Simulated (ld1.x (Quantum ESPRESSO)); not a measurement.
## Configuration tests for P (TM)

| Quantity | Value |
| --- | --- |
| Element | P (Z = 15) |
| Generator | ld1.x (Quantum ESPRESSO) 7.5 |
| Type | norm-conserving Troullier–Martins (Kleinman–Bylander form) |
| Functional | revPBE |
| Relativity | scalar-relativistic |
| Frozen core | [Ne] |
| Valence charge | 5 |
| Reference configuration | 3s2 3p3 |
| Partial waves | 3s (bound): rc 1.20 bohr; 3d channel at 0.4 Ry: rc 1.45 bohr; 3p (bound): rc 1.50 bohr |
| Local potential | the p channel |
| Core correction | Bessel-smoothed model core, default radius (core density twice the valence density) |

Energies are relative to the spin-unpolarised reference configuration 3s2 3p3; without spin polarisation the order of configurations can differ from experiment. The frozen-core shift is the all-electron ΔE with the core orbitals held at their reference shape minus the fully relaxed ΔE.

```
valence configuration  charge  ΔE all-electron (eV)  error AE − PS (meV)  frozen-core shift (meV)
              3s2 3p2      +1                 9.707                 +2.4                     +1.0
              3s2 3p0      +3                58.533                  +59                      +39
              3s1 3p0      +4               110.427                 +126                     +131
            3s2 3p3.3    -0.3                -1.299                 +0.2                      0.0
              3s1 3p4       0                 8.529                 -1.9                     +0.7
```

Task: What are ΔE and the potential's error for 3s1 3p3?

Result: ΔE = 18.825 eV all-electron; the error (AE − PS) is +3.2 meV.

Task: What are ΔE and the potential's error for 3s2 3p1?

Result: ΔE = 28.832 eV all-electron; the error (AE − PS) is +18 meV.

Levels in the configuration 3s1 3p4:

```
level  all-electron (eV)  pseudo (eV)
   3s            -14.643      -14.644
   3p             -6.049       -6.046
```
